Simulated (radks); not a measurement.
Results of a calculation; reference values are marked as such.
Problem. The mean radii <r> (bohr) of the occupied orbitals of an atom or ion are listed with their occupations. Level of theory: Dirac Kohn-Sham, PBE, spin-unpolarised, spherical densities, finite nucleus; Fermi nuclear charge, rms radius of each element as measured or else 0.836 A^(1/3) + 0.57 fm (a radial shooting solver on a logarithmic mesh with Libxc functionals).

| orbital | occ. | <r> |
|---|---|---|
| 1s1/2 | 2 | 0.02001 |
| 2s1/2 | 2 | 0.08431 |
| 2p1/2 | 2 | 0.07008 |
| 2p3/2 | 4 | 0.07747 |
| 3s1/2 | 2 | 0.2205 |
| 3p1/2 | 2 | 0.2103 |
| 3p3/2 | 4 | 0.2242 |
| 3d3/2 | 4 | 0.1973 |
| 3d5/2 | 6 | 0.2016 |
| 4s1/2 | 2 | 0.4968 |
| 4p1/2 | 2 | 0.5049 |
| 4p3/2 | 4 | 0.5363 |
| 4d3/2 | 4 | 0.5615 |
| 4d5/2 | 6 | 0.5725 |
| 5s1/2 | 2 | 1.188 |
| 5p1/2 | 2 | 1.313 |
| 5p3/2 | 4 | 1.406 |
| 4f5/2 | 4.71429 | 0.7101 |
| 4f7/2 | 6.28571 | 0.7207 |
| 6s1/2 | 1 | 3.076 |
| 6p1/2 | 0.666667 | 3.673 |
| 6p3/2 | 1.33333 | 3.888 |

Name the element and its charge. Open shells, if any, are shared by 2j + 1.

Solution. Z = 69, thulium, charge +1: Tm+ in [Xe] 4f11 6s1 6p2. The 1s radius gives Z: for a bare nucleus <r> = (2 gamma + 1)/(2Z) with gamma = sqrt(1 - (Z/c)^2), 0.01977 bohr for Z = 69, and screening makes it slightly larger (0.02001 here). The occupations add up to 68, and the charge is Z minus that.
